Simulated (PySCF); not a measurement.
(Z)-1-bromo-2-chloro-1,2-difluoroethene (C2BrClF2), SMILES F/C(Cl)=C(\F)Br. Coordinates come from a PBE-D3(BJ)/def2-SVP optimisation.

Computed equilibrium geometry at PBE-D3(BJ)/def2-SVP (PySCF confirms it by a frequency run) as Cartesian coordinates in Å, and its point group:
point group Cs.
```xyz
6

F      1.1534     2.2672     0.0000
C      0.2929     1.2490     0.0000
Cl    -1.3622     1.6992     0.0000
C      0.7494    -0.0268     0.0000
F      2.0612    -0.2644     0.0000
Br    -0.3437    -1.5498     0.0000
```
Charge 0, spin multiplicity 1.
